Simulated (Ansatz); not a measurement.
Program: Ansatz. Geometries: PBE0-D4/def2-TZVP. ΔE: electronic, gas phase. CCSD(T)/CBS adds triple-zeta CCSD(T) − MP2 to the extrapolated MP2 energy (def2 sets, frozen cores). This one scheme is used for every species. Functionals use def2-TZVPP. Each species was taken in one conformer, which may not be the lowest.

`F[SiH2]N[SiH3]` + `NC[S][AlH2]` → `F[SiH2][S][AlH2]` + `NCN[SiH3]`  (redistribution)

```csv
level,ΔE (kJ/mol)
PBE,4.0
MP2/def2-QZVPP,11.3
```

(1) What does CCSD(T)/CBS give? (Best estimate.)

Largest T1 diagnostic among the species: 0.012.

Results:

(1) Computed: +11.0 kJ/mol. The listed levels differ from it by -7.0, 0.3 kJ/mol.
